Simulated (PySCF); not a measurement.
Compound: C₈H₁₇P.
Bonds: C1–C2, C2–P3, P3–C4, C4–C5, C5–C6, C6–C7, C7–C8, C8–C9, P3–C9. Hydrogens: H10, H11, H12 on C1; H13, H14 on C2; H15, H16 on C4; H17, H18 on C5; H19, H20 on C6; H21, H22 on C7; H23, H24 on C8; H25, H26 on C9.

NICS is the negative of the GIAO shielding at a point without a nucleus: at the ring centre (0) and 1 Å above and below it (1); zz is the component along the ring normal. Level: GIAO PBE0/pcSseg-1 (PySCF, non-relativistic, gas phase) on the GFN2-xTB geometry, one conformer.

Ring bond lengths (Å), with Mayer bond orders in brackets: P3–C4 1.866 (0.94), C4–C5 1.528 (1.02), C5–C6 1.528 (1.06), C6–C7 1.533 (1.00), C7–C8 1.529 (1.04), C8–C9 1.524 (1.04), C9–P3 1.865 (0.94).

Question: What do the NICS probes read (ppm)?

Answer: 
```csv
ring,type,NICS(0),"NICS(1), two faces","NICS(1)zz, two faces",rms pucker (Å),"centre to ring atoms, mean (Å)"
P3–C4–C5–C6–C7–C8–C9,7-membered ring with P; formal bonds all single,-3.7,-2.5 / -4.1,3.9 / 2.8,0.40,1.72
```

Question: What can be read from them?

Answer: 
- P3–C4–C5–C6–C7–C8–C9: mean NICS(1)zz 3.4 ppm, deshielded. C4, C5, C6, C7, C8, C9 have four or more neighbours; no verdict on aromaticity is drawn.

Question: What are the shieldings of the ring atoms and their hydrogens in the same run (means over atoms taken as equivalent)?

Answer: 
```json
{"atoms": "P3", "environment": "phosphine phosphorus", "σ isotropic (ppm)": "374.9", "principal values of the symmetric part, first atom (ppm)": "350.9, 360.9, 412.9"}
{"atoms": "C4 (×2)", "environment": "sp3 carbon bound to phosphorus", "σ isotropic (ppm)": "148.7", "principal values of the symmetric part, first atom (ppm)": "129.4, 146.3, 175.2"}
{"atoms": "C5 (×2)", "environment": "ring CH2 carbon", "σ isotropic (ppm)": "155.7", "principal values of the symmetric part, first atom (ppm)": "151.4, 158.7, 164.0"}
{"atoms": "C6 (×2)", "environment": "ring CH2 carbon", "σ isotropic (ppm)": "156.4", "principal values of the symmetric part, first atom (ppm)": "146.4, 152.0, 167.7"}
{"atoms": "H15 (×4)", "environment": "methylene hydrogen", "σ isotropic (ppm)": "30.17", "principal values of the symmetric part, first atom (ppm)": "26.9, 29.9, 33.7"}
{"atoms": "H17 (×4)", "environment": "methylene hydrogen", "σ isotropic (ppm)": "29.95", "principal values of the symmetric part, first atom (ppm)": "24.6, 28.2, 36.9"}
{"atoms": "H19 (×4)", "environment": "methylene hydrogen", "σ isotropic (ppm)": "30.09", "principal values of the symmetric part, first atom (ppm)": "27.4, 29.7, 32.9"}
```
